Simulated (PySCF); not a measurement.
# What a mistake does to a calculation on B2H4NSi cation

These are calculations, not measurements. They come from PySCF 2.14.0, an open-source quantum chemistry program, on an isolated molecule that a program drew, which may never have been made. The molecule is B2H4NSi cation (charge +1, singlet), drawn as the SMILES string `N=B[B+][SiH3]`.

Each row is a Hartree-Fock (HF) and frozen-core CCSD(T) single point in the cc-pV(D+d)Z basis, meant for a local HF minimum. Run 1 is clean. Each other run has one planted mistake out of seven kinds, and not every kind appears here: one electron removed, one electron added, multiplicity raised by two, geometry at a saddle point, minimal basis STO-3G, one bond length entered in bohr, all coordinates scaled. The reference is restricted for singlets and unrestricted otherwise, and also for a bond in bohr. Adding or removing an electron swaps singlet and doublet. Electrons count all cores. HOMO and LUMO are orbital energies over both spins, the gradient is its largest component, and the lowest frequency (negative if imaginary) is given only where the gradient is small. Bond lengths are over the 7 bonds as drawn. T1 is the CCSD diagnostic: over 0.02 (restricted) or 0.045 (unrestricted) a single reference is doubtful.

Geometry of the clean run:
```xyz
8
B2H4NSi cation, angstrom
N    -2.2474    2.9764   -1.1230
B    -1.4150    2.3455   -0.5038
B    -0.2729    1.4796    0.3460
Si    1.1484    0.4016    1.4016
H    -2.9283    3.4928   -1.6292
H     0.9981    0.9027    2.7754
H     0.7287   -0.9929    1.2002
H     2.4083    0.7717    0.7405
```

```
run  electrons  basis functions  <S^2>  HOMO (eV)  LUMO (eV)  gradient (hartree/bohr)  lowest frequency (cm^-1)  mean bond (Å)  longest bond (Å)      T1  HF (hartree)  CCSD(T) (hartree)                     mistake
  1         34               85  0.000     -16.97      -5.79                  1.9e-05                       121         1.4795             2.073  0.0253    -394.75692         -395.21421                    no fault
  2         33               85  0.765     -22.41     -13.66                  7.5e-02                         -         1.4795             2.073  0.0250    -394.21397         -394.60652        one electron removed
  3         34               85  2.017     -15.28      -8.67                  4.0e-02                         -         1.4795             2.073  0.0308    -394.63805         -395.07804  multiplicity raised by two
  4         34               28  0.000     -15.68      -2.68                  5.3e-02                         -         1.4795             2.073  0.0239    -390.14924         -390.39607        minimal basis STO-3G
  5         35               85  0.770      -8.09       0.79                  3.4e-02                         -         1.4795             2.073  0.0196    -395.01085         -395.46959          one electron added
  6         34               85  0.000     -17.51      -5.82                  5.3e-02                         -         1.4204             1.990  0.0237    -394.74224         -395.19279                           ?
```

**Which mistake was planted in run 6, and what did it cost?**

The mean and the longest bond both change by the same factor, 0.960, and the gradient is no longer small. So the mistake is: all coordinates scaled. Subtracting run 1 and multiplying by 627.51 kcal/mol a hartree, the energy moved by 9.2 kcal/mol in HF and 13.4 kcal/mol in CCSD(T).

Cautions from the logs. Run 1: T1 is over the limit, so its CCSD(T) energy is less reliable; run 4: T1 is over the limit, so its CCSD(T) energy is less reliable; run 6: T1 is over the limit, so its CCSD(T) energy is less reliable.
